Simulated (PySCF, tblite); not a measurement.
A database entry of computed molecular properties. Lists by class give the value and the number of equivalent atoms.

```json
{
 "formula": "C6H10N2Si",
 "smiles": "CCc1nnccc1[SiH3]",
 "inchi": "InChI=1S/C6H10N2Si/c1-2-5-6(9)3-4-7-8-5/h3-4H,2H2,1,9H3",
 "charge": 0,
 "multiplicity": 1,
 "geometry_level": "GFN2-xTB",
 "electronic_structure_code": "PySCF",
 "results": {
  "GFN2-xTB geometry": {
   "point_group": "C1",
   "rotational_constants_GHz": [1.719, 1.355, 0.817]
  },
  "PBE0/pcSseg-1 ground state and GIAO shieldings, non-relativistic": {
   "dipole_D": 3.66,
   "homo_eV": -6.55,
   "lumo_eV": -1.57,
   "shift_vs_computed_TMS_C_by_class_ppm": [
    [173.3, 1],
    [153.4, 1],
    [139.3, 1],
    [131.1, 1],
    [36.6, 1],
    [18.7, 1]
   ],
   "shift_vs_computed_TMS_H_by_class_ppm": [
    [9.4, 1],
    [7.57, 1],
    [4.56, 3],
    [3.22, 2],
    [1.4, 3]
   ],
   "shielding_other_nuclei_by_class_ppm": [
    ["N", -204.8, 1],
    ["N", -187.1, 1],
    ["Si", 419.8, 1]
   ]
  },
  "GFN2-xTB harmonic vibrations, gas phase": {
   "strongest_ir_bands_cm-1_km_per_mol_modes": [
    [771.5, 195.4, 1],
    [786.2, 163.8, 1],
    [798.6, 392.7, 1],
    [2259.7, 267.0, 1],
    [2268.9, 368.3, 1],
    [2271.9, 197.3, 1]
   ],
   "zpe_kcal_per_mol": 89.9
  }
 }
}
```

With B = h/(8π²I), that is 505.379 GHz u Å² over I, the principal moments of inertia are 293.9, 372.9 and 618.2 u Å² (most abundant isotopes). The zero-point energy, half the sum of the 51 harmonic wavenumbers, equals 31440 cm⁻¹ or 376 kJ/mol. The rotational constants make it an asymmetric top with κ = (2B − A − C)/(A − C) = 0.19, nearer the oblate limit (+1).

 NMR classes are plain means over equivalent atoms (diastereotopic ones count apart unless rotation or inversion swaps them), as if these changed places fast; in this geometry the members of some classes differ.

Shape of the structure used: `[CH3:1][CH2:2][c:3]1[n:4][n:5][cH:6][cH:7][c:8]1[SiH3:9]`: C1–C2–C3–N4 -87°.

One conformer stands for the species.
